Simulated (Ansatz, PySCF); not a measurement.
Gas-phase reaction (SMILES): C[O][AlH2] + Cl (HCl) → [AlH2][Cl] + CO (CH4O) [methanol]; hydrogen chloride cleaves one Al-O bond, a model of a ligand-exchange step.

Each molecule is optimised on its own at B3LYP-D3(BJ)/def2-TZVP (Ansatz, a program for electronic structure), one conformer each, not searched for the lowest. Correlated levels leave the core frozen unless marked. Spin-orbit coupling is left out. No relativistic terms. CBS marks a two-point X^-3 extrapolation of the correlation energy; Hartree-Fock from the larger set. Thermal terms are rigid-rotor harmonic-oscillator values from B3LYP-D3(BJ) frequencies (Ansatz or PySCF) at 298.15 K and 1 atm. 1 Eh = 627.5095 kcal/mol.

```
species     E, CCSD(T)/CBS(cc-pV(T+d)Z,cc-pV(Q+d)Z) (Ansatz) (Eh)  E, r2SCAN-D4/def2-TZVPD (Ansatz + dftd4) (Eh)  H - E (Eh)
----------  -----------------------------------------------------  ---------------------------------------------  ----------
C[O][AlH2]                                             -358.25926                                     -358.75109     0.06139
Cl (HCl)                                               -460.37849                                     -460.78611     0.01000
[AlH2][Cl]                                             -703.03935                                     -703.84317     0.01898
CO (CH4O)                                              -115.60979                                     -115.70530     0.05533
```

Task: Work out ΔE and ΔH at 298.15 K at the first level, then ΔH at the second.

Result: 
1. ΔE = [(-703.03935) + (-115.60979)] - [(-358.25926) + (-460.37849)] = -0.01139 Eh = -7.1 kcal/mol at CCSD(T)/CBS(cc-pV(T+d)Z,cc-pV(Q+d)Z).
2. The terms H - E add up to 0.00292 Eh, so ΔH = (-0.01139 + (0.00292))×627.5095 = -5.3 kcal/mol.
3. At r2SCAN-D4/def2-TZVPD the same steps give ΔE = -7.1 and ΔH = -5.2 kcal/mol, a shift of +0.1 from the first level.
4. These values are not checked against measurement here, since the tables used lack a sound gas-phase enthalpy of formation for at least one species.
